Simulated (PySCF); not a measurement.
# NMR data sheet: C$_{6}$H$_{11}$ClOSi

```
Formula                               : C6H11ClOSi
SMILES                                : CCCOC1=C([SiH2]Cl)C1
Point group of the computed structure : C1
Degrees of unsaturation               : 2
Carbon signals                        : 6
Proton signals                        : 5
```

Atoms are numbered as in `[CH3:1][CH2:2][CH2:3][O:4][C:5]1=[C:6]([SiH2:7][Cl:8])[CH2:9]1` (H(Xn): hydrogen on atom n).

- geometry: GFN2-xTB
- σ from GIAO-PBE0/pcSseg-1
- code: PySCF 2.14
- equivalent nuclei averaged, non-relativistic Hamiltonian, one computed conformer, no solvent

δ = σ(ref) − σ, references computed at the same level: ¹H (σ = 31.72 ppm) and ¹³C (σ = 186.93 ppm) and ²⁹Si (σ = 349.16 ppm) against TMS; ¹⁷O (σ = 336.08 ppm) against H2O.

| carbon | δC, type | δH (multiplicity) | HMBC from (2–3 bonds) | span of the C tensor (ppm) |
| --- | --- | --- | --- | --- |
| C1 | 11.0, CH3 | 0.93 (t) | H(C3), H(C2) | 20 |
| C2 | 23.9, CH2 | 1.81 (m) | H(C3), H(C1) | 30 |
| C3 | 78.0, CH2 | 4.21 (t) | H(C2), H(C1) | 87 |
| C5 | 167.6, C | – | H(Si7), H(C3), H(C9) | 224 |
| C6 | 70.9, C | – | H(Si7), H(C9) | 165 |
| C9 | 17.5, CH2 | 1.72 (s) | H(Si7) | 88 |

Other nuclei:
| atoms | nucleus | environment | δ (ppm) | σ (ppm) |
| --- | --- | --- | --- | --- |
| H(Si7) | ¹H | hydrogen on a silicon bonded to C, Cl | 5.44 | 26.28 |
| Si7 | ²⁹Si | silicon bonded to C, Cl, 2 H | -39.2 | 388.3 |
| O4 | ¹⁷O | ether oxygen | 148.4 | 187.7 |

- Carbon types of the structure: 2 × C, 3 × CH2, 1 × CH3, leaving 2 H on heteroatoms.
- δC 167.6: alkene carbon bearing oxygen; an sp2 carbon further deshielded by the attached heteroatom.
- δC 78.0: sp3 CH2 bonded to O; the inductive effect lowers its shielding.
- δC 70.9: β carbon of an enol-ether or enamine type C=C; the O or N lone pair pushes π density onto this β carbon and shields it.
- δC 11.0: methyl carbon; saturated and bonded to C and H only.
- δH 4.21: hydrogen on an sp3 CH2 bonded to O; its carbon carries O, an electronegative neighbour.

Shifts are as computed. Against solution values, carbons near 30 ppm lie about +3 ppm off and those near 130 ppm about +5 ppm. Of 1211 compounds with measured shifts, 218 miss one by over three times the rms of a fit or turn the order of signals round; such compounds aren't used in these exercises. Experimental scales use liquid or dissolved standards, which lie at an offset from isolated H2O (liquid H2O: subtract about 36 ppm). Multiplicities follow the n + 1 count of equivalent neighbours, as no J values were calculated; m marks all less simple cases, F and P coupling included.
